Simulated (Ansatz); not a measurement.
Cl$_{3}$La (SMILES [Cl][La]([Cl])[Cl]), singlet, geometry from GFN2-xTB (such geometries of metal compounds can be far from the true shape) (core potentials on La); R2SCAN/def2-SVPD in Ansatz (an electronic-structure program).

Ansatz was given this input:
Ansatz 0.2 input:
```yaml
crystal:
  periodic: [false, false, false]
  atoms:
    - {symbol: La, position_ang: [0.19334028, -0.19046844, -0.61524174]}
    - {symbol: Cl, position_ang: [-1.96926279, -0.82209264, 0.45709470]}
    - {symbol: Cl, position_ang: [-0.10301305, 2.17690188, 0.11512742]}
    - {symbol: Cl, position_ang: [1.42401726, -0.71617979, 1.49064724]}
basis:
  gaussian:
    orbitals: def2-SVPD
hamiltonian:
  xc: r2scan
```

Problem. What does Ansatz print? Leave out banner, timings and long lists.

Solution. 
```
Functional definition: r2SCAN
1073 factors; their error is unknown
mean field evaluation 1: about -38418.1944 eV, gradient 3.2e1 eV
mean field evaluation 2: about -38412.3253 eV, gradient 5.6e1 eV
mean field evaluation 4: about -38421.0230 eV, gradient 3.0e0 eV
mean field evaluation 8: about -38421.0449 eV, gradient 2.4e-2 eV
mean field evaluation 16: about -38420.9943 eV, gradient 4.0e-6 eV
mean field -38420.99426275 eV, -1411.9454964707 hartree, gradient 3.9e-6 eV, S^2 0.000000; 0 other end points of the search recorded, 0 dependent functions left out
reference -38420.99428228 eV, -1411.9454971885 hartree; 31, 31 occupied and 85, 85 virtual orbitals, 1073 factors
Total energy: -38420.99428228 eV, -1411.9454971885 hartree
```
